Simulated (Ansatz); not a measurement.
Consider the substitution at a C–B bond: `OB(Cl)C[SiH3]` + `[OH][AlH][SiH3]` → `[SiH3]C[O][AlH][SiH3]` + `OBCl`.

Isolated molecules relaxed with PBE0-D4/def2-TZVP in Ansatz; ΔE leaves out vibrations. CCSD(T)/CBS is the MP2 limit (def2-TZVPP, def2-QZVPP) plus CCSD(T) − MP2 in def2-TZVPP, frozen cores. This one scheme is used for every species. Functionals use def2-TZVPP. B3LYP here is the variant with VWN-RPA as its local correlation; programs differ in this. Each species was taken in one conformer, which may not be the lowest.

Q: Is it downhill or uphill in electronic energy at CCSD(T)/CBS, and by how much? (Estimate.)

A: Ansatz gave: Uphill: ΔE = +135.7 kJ/mol.

Q: What do these levels give: ωB97X-V, B2PLYP, B3LYP, MP2/def2-TZVPP, HF/CBS(def2), CCSD/CBS(def2)? (Best estimate.)

A: Ansatz gave: ωB97X-V 128.2, B2PLYP 130.0, B3LYP 124.5, MP2/def2-TZVPP 142.7, HF/CBS(def2) 124.3, CCSD/CBS(def2) 135.9 kJ/mol.

Largest T1 diagnostic among the species: 0.014.

In def2-TZVPP, CCSD(T) changes the Hartree–Fock value by +8.1 kJ/mol (the triples alone add −0.2 kJ/mol) and MP2 by +17.5 kJ/mol. From PBE to PBE0 (25 % exact exchange), in def2-TZVPP and without D4, ΔE moves by +6.0 kJ/mol.
